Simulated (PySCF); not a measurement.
## Calculated properties of `C(C/P=P/C(F)(F)F)CO`

Compound: C4H7F3OP2.
Numbering: `[OH:1][CH2:2][CH2:3][CH2:4]/[P:5]=[P:6]/[C:7]([F:8])([F:9])[F:10]` (hydrogens: H11 on O1; H12, H13 on C2; H14, H15 on C3; H16, H17 on C4)

Some functional groups and rings: alcohol, CF3 group and C–F bond.

GFN2-xTB geometry:

```yaml
Point_group_of_the_GFN2-xTB_geometry: C1
Rotational_constants_A_B_C_of_the_GFN2-xTB_geometry: 2.061, 0.533, 0.503 GHz
```

PBE0/pcSseg-1 ground state and GIAO shieldings, non-relativistic (PySCF):

```yaml
Dipole_moment: 6.54 D
HOMO_energy: -6.68 eV
LUMO_energy: -2.15 eV
HOMO–LUMO_gap: 4.53 eV
Lowest_Hirshfeld_atomic_charge: -0.16 e on O1
Highest_Hirshfeld_atomic_charge: +0.19 e on C7
13C_chemical_shifts_computed_TMS_as_zero_by_class: 143.8 (C7), 69.7 (C2), 42.8 (C3), 34.6 (C4) ppm
1H_chemical_shifts_computed_TMS_as_zero_by_class: 4.09 (H12/H13), 3.04 (H16/H17), 2.43 (H14/H15), 1.82 (H11) ppm
Isotropic_shieldings_of_nuclei_other_than_C_and_H_by_class: 257 (O1), 223 (F8/F9/F10), -315 (P5), -50 (P6) ppm
Mayer_bond_orders_between_heavy_atoms: O1–C2 0.92, C2–C3 1.03, C3–C4 1.02, C4–P5 0.95, P5–P6 1.74, P6–C7 0.91, C7–F8 0.98, C7–F9 0.97, C7–F10 0.98
```

Monoisotopic mass (most abundant isotopes): 189.9924 u.

A dipole of 6.54 D is allowed in C1, and pure rotational transitions are dipole-allowed. With B = h/(8π²I), that is 505.379 GHz u Å² over I, the principal moments of inertia are 245.2, 948.5 and 1005.5 u Å² (most abundant isotopes). The dipole equals about 21.8 × 10⁻³⁰ C·m (1 D = 3.33564 × 10⁻³⁰ C·m). The rotational constants make it an asymmetric top with κ = (2B − A − C)/(A − C) = -0.96, nearer the prolate limit (−1).

One conformer (not necessarily the lowest) at the GFN2-xTB geometry, without solvent or vibrations. NMR classes are plain means over equivalent atoms (diastereotopic ones count apart unless rotation or inversion swaps them), as if these changed places fast; in this geometry the members of some classes differ.
